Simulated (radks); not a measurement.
Dynamic dipole polarisability and lines of the rubidium ion Rb9+, [Ar] 3d10. Method: scalar-relativistic Kohn-Sham, exchange-only LDA, spin-unpolarised, spherical densities, finite nucleus; Fermi nuclear charge, rms radius of each element as measured or else 0.836 A^(1/3) + 0.57 fm; computed with a radial shooting solver on a logarithmic mesh with Libxc functionals. Time-dependent linear response with the Hartree and adiabatic exchange-only LDA kernel, continuum included through the Sternheimer equations, no spin-orbit coupling, so fine structure and intercombination lines are absent. Lines are the poles of the dipole polarisability below minus the highest occupied eigenvalue, found on a grid refined at the orbital gaps; the lowest seven at most are given, and weak or close lines can be missed. The first line takes the name of the lowest orbital gap if no other gap lies below it; otherwise a line is named after a gap within 0.6 % of it, if that gap stands alone.

photon energy (eV)  alpha (bohr^3)
0                           0.1659
12.593                      0.1666
29.385                      0.1699
46.176                      0.1763
62.967                      0.1873
79.758                      0.2062
96.550                      0.2465
113.34                      0.4442
130.13                     0.05112
146.92                      0.1974
163.71                      0.3278
180.51                       1.695
197.30                     0.06337
214.09                    -0.07136
230.88                      0.2083
247.67                      0.2827

Lines (eV, oscillator strength): 119.89 (10.34 nm, 3d-4p), f = 0.528; 182.71 (6.786 nm, unassigned), f = 1.15; 183.16 (6.769 nm, unassigned), f = 0.589; 209.76 (5.911 nm, unassigned), f = 0.708; 218.71 (5.669 nm, 3p-4s), f = 0.326; 224.27 (5.528 nm, unassigned), f = 0.0754; 232.54 (5.332 nm, unassigned), f = 0.277. Higher lines, where found, are left out when the end of the mesh affects them. Those listed give 53 % of the static polarisability (sum of f/w^2). Orbital energy gaps for comparison: 3d-4p 118.45 eV; 3d-4f 180.67 eV; 3d-5p 182.63 eV; 3d-5f 208.44 eV; 3d-6p 209.81 eV.
